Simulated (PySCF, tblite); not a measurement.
Isomers of C7H14SSi, one GFN2-xTB conformer each. Single-point energies are computed at PBE0/pcSseg-1 (PySCF, gas phase, no added dispersion term), electronic only.

**Question.** Rank them by PBE0/pcSseg-1 energy, lowest first (kJ/mol).
A. `[SiH3:1][S:2][C@@:3]12[CH2:4][CH2:5][CH2:6][CH2:7][C@@H:8]1[CH2:9]2` with Si1–S2–C3–C4 -80°, S2–C3–C4–C5 163°, C3–C4–C5–C6 -50°, C4–C5–C6–C7 68°, C5–C6–C7–C8 -50°
B. `[CH3:1][CH2:2][C@@H:3]1[CH2:4][C@:5]1([SiH3:6])[C:7]([CH3:8])=[S:9]` with C1–C2–C3–C4 153°, C4–C5–C7–C8 7°
C. `[CH2:1]=[CH:2][Si@@H:3]1[CH2:4][C@@H:5]1[S:6][CH:7]([CH3:8])[CH3:9]` with C1–C2–Si3–C4 -148°, C4–C5–S6–C7 87°, C5–S6–C7–C8 68°
D. `[CH3:1][CH2:2][C@@H:3]1[CH2:4][C@:5]12[CH2:6][C@@H:7]2[S:8][SiH3:9]` with C1–C2–C3–C4 160°, C6–C7–S8–Si9 -158°

**Answer.** A (0.0), D (120.7), B (120.8), C (150.5).

As drawn, the highest has an Si–C bond and a C=C bond outside aromatic rings, which the lowest lacks. Neighbours under 10 kJ/mol apart (CC[C@@H]1C[C@]12C[C@@H]2S[SiH3] and CC[C@@H]1C[C@]1([SiH3])C(C)=S) can change places with a better method, another conformer or zero-point energy. GFN2-xTB itself gives, in the same order: 0.0, 122.0, 153.8, 343.9. Both levels put the same isomer lowest; measured from each level's own lowest isomer, the values differ by up to 193.4 kJ/mol (C=C[Si@@H]1C[C@@H]1SC(C)C: 343.9 against 150.5).

**Question.** Which frontier levels, dipoles and rotational constants go with these structures?

**Answer.** 
```csv
SMILES,"HOMO (eV, PBE0/pcSseg-1)",LUMO (eV),dipole (D),"A, B, C (MHz)"
[SiH3]S[C@@]12CCCC[C@@H]1C2,-6.72,0.37,1.98,"1833, 848.4, 786.1"
CC[C@@H]1C[C@]12C[C@@H]2S[SiH3],-6.70,0.32,1.62,"1637, 709.8, 672.5"
CC[C@@H]1C[C@]1([SiH3])C(C)=S,-6.32,-2.01,3.13,"1235, 1017, 858.2"
C=C[Si@@H]1C[C@@H]1SC(C)C,-6.08,-0.65,1.06,"2606, 557.6, 526.7"
```

**Question.** What happens when harmonic zero-point energies from GFN2-xTB frequencies are added?

**Answer.** 
```tsv
SMILES	ZPE (kJ/mol)	electronic (kJ/mol)	with ZPE (kJ/mol)
[SiH3]S[C@@]12CCCC[C@@H]1C2	496.7	0.0	0.0
CC[C@@H]1C[C@]12C[C@@H]2S[SiH3]	486.8	120.7	110.8
CC[C@@H]1C[C@]1([SiH3])C(C)=S	485.3	120.8	109.4
C=C[Si@@H]1C[C@@H]1SC(C)C	490.2	150.5	144.0
```

The zero-point energies span 11.4 kJ/mol. The lowest isomer stays, but the order above it changes.
